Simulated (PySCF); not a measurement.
Compound: B₂H₆O₂Si.
SMILES with atom numbers: `[BH2:1][O:2][BH:3][O:4][SiH3:5]` (hydrogens: H6, H7 on B1; H8 on B3; H9, H10, H11 on Si5)

Method: TDDFT CAM-B3LYP/def2-SVPD, vertical, gas phase, core orbitals frozen in the response in PySCF 2.14.0, density-fitted response routines. One conformer (not necessarily the lowest) at the PBE0-D3(BJ)/def2-SVP geometry, without solvent, vibrations or thermal averaging.

Computed states:

```json
{"state": "S1", "E (eV)": "5.87", "f": "0.0000"}
{"state": "S2", "E (eV)": "7.81", "f": "0.0003"}
{"state": "S3", "E (eV)": "8.02", "f": "0.105"}
{"state": "S4", "E (eV)": "8.06", "f": "0.131"}
{"state": "S5", "E (eV)": "8.18", "f": "0.034"}
{"state": "S6", "E (eV)": "8.23", "f": "0.0048"}
{"state": "S7", "E (eV)": "8.30", "f": "0.027"}
{"state": "S8", "E (eV)": "8.70", "f": "0.049"}
{"state": "S9", "E (eV)": "8.74", "f": "0.011"}
{"state": "S10", "E (eV)": "8.76", "f": "0.181"}
```

Each state is given a Gaussian of 0.5 eV full width at half maximum, with ε(max) = 2.175×10⁸ f / Δν̃ (Δν̃ the width in cm⁻¹). The width is an assumption, not a result. The curve ends short of the highest state used, and states not computed would add to its high-energy end.

Question: Give the broadened spectrum and its maxima.

Answer: 
(λ (nm), ε (L mol⁻¹ cm⁻¹)): (152.0, 14533), (153.6, 15280), (155.2, 14130), (156.9, 11265), (158.5, 7981), (160.2, 4842), (161.8, 2685), (163.5, 1273), (165.1, 567), (166.7, 229), (168.4, 79), (170.0, 27), (171.7, 8), (173.3, 2), (175.0, 1), (176.6, 0), (178.2, 0), (179.9, 0), (181.5, 0), (183.2, 0), (184.8, 0), (186.5, 0), (188.1, 0), (189.8, 0), (191.4, 0), (193.0, 0), (194.7, 0), (196.3, 0), (198.0, 0), (199.6, 0), (201.3, 0), (202.9, 1), (204.5, 1), (206.2, 1), (207.8, 1), (209.5, 1), (211.1, 1), (212.8, 1), (214.4, 1), (216.0, 1), (217.7, 1), (219.3, 1), (221.0, 1), (222.6, 0), (224.3, 0), (225.9, 0), (227.5, 0), (229.2, 0), (230.8, 0), (232.5, 0), (234.1, 0), (235.8, 0), (237.4, 0), (239.0, 0), (240.7, 0), (242.3, 0)

Maxima: 153 nm (8.08 eV), ε about 15000, made up of S3 (36%), S4 (46%) and S5 (11%) (ε in L mol⁻¹ cm⁻¹; maxima over ε = 5, shares over 10%).

Question: What would ε be at 8.08 eV, the highest of these maxima, with half the width (0.25 eV)?

Answer: About 26600 L mol⁻¹ cm⁻¹ against 15300, a factor of about 1.7; a lone state at its own centre would give exactly 2.

Question: Coming from long wavelengths, where does ε first pass 100 L mol⁻¹ cm⁻¹?

Answer: At about 168 nm (7.38 eV), 1.51 eV above S1.

The vertical ionisation energy (ΔSCF) is 10.91 eV, 2.15 eV above S10.

On Arm Neoverse V1, one thread, shared host, this took 1.8 min.
